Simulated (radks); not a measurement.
Species: Sn3+. Configuration: [Kr] 4d10 5s1. Method: scalar-relativistic Kohn-Sham, r2SCAN, spin-polarised, spherical densities, finite nucleus; open shells are filled with parallel spins first (spin-orbit coupling, left out, can overturn this in heavy ions); meta-GGA in the generalised Kohn-Sham scheme; Fermi nuclear charge, rms radius 4.6519 fm; computed with a radial shooting solver on a logarithmic mesh with Libxc functionals.

Normalised radial functions P(r) = r R(r), r in bohr:

```
   r/bohr * 4s up, o 5s up (the largest magnitude, 1.29, reaches the edge; | marks zero, & curves that meet)
 0.001329                             |&
 0.001535                             |o*
 0.001772                             |o*
 0.002047                             |o*
 0.002345                             |o*
 0.002708                             |o *
 0.003128                             |o *
 0.003612                             |o *
 0.004138                             |o  *
 0.004779                             |o  *
 0.005519                             | o *
 0.006323                             | o  *
 0.007303                             | o  *
 0.008434                             | o  *
  0.00974                             | o   *
  0.01116                             | o   *
  0.01289                             | o   *
  0.01488                             | o   *
  0.01719                             | o   *
  0.01969                             | o  *
  0.02274                             | o  *
  0.02627                             |o  *
  0.03033                             |o*
  0.03475                             o*
  0.04014                            &|
  0.04635                         *  o|
   0.0531                       *   o |
  0.06133                     *    o  |
  0.07083                    *     o  |
   0.0818                   *     o   |
  0.09371                   *     o   |
   0.1082                     *    o  |
    0.125                        *  o |
   0.1444                             &
   0.1654                             | o  *
    0.191                             |   o     *
   0.2206                             |    o        *
   0.2527                             |     o        *
   0.2919                             |    o        *
   0.3371                             |  o     *
   0.3893                             o *
    0.446                      *   o  |
    0.515              *        o     |
   0.5948      *              o       |
   0.6869  *                  o       |
    0.787  *                    o     |
   0.9089     *                    o  |
     1.05          *                  |  o
    1.212               *             |       o
    1.389                    *        |           o
    1.604                        *    |              o
    1.852                          *  |                o
    2.122                            *|               o
    2.451                             *             o
    2.831                             *          o
    3.269                             *       o
    3.745                             *    o
    4.325                             * o
    4.995                             *o
    5.769                             &
    6.609                             &
    7.633                             &
```

4s up: eigenvalue -167.00 eV, 3 radial nodes at r = 0.0363, 0.145, 0.402 bohr, <r> = 0.821 bohr, 90 % of the charge inside 1.19 bohr. 5s up: eigenvalue -36.675 eV, 4 radial nodes at r = 0.0363, 0.144, 0.389, 0.980 bohr, <r> = 2.12 bohr, 90 % of the charge inside 3.04 bohr.
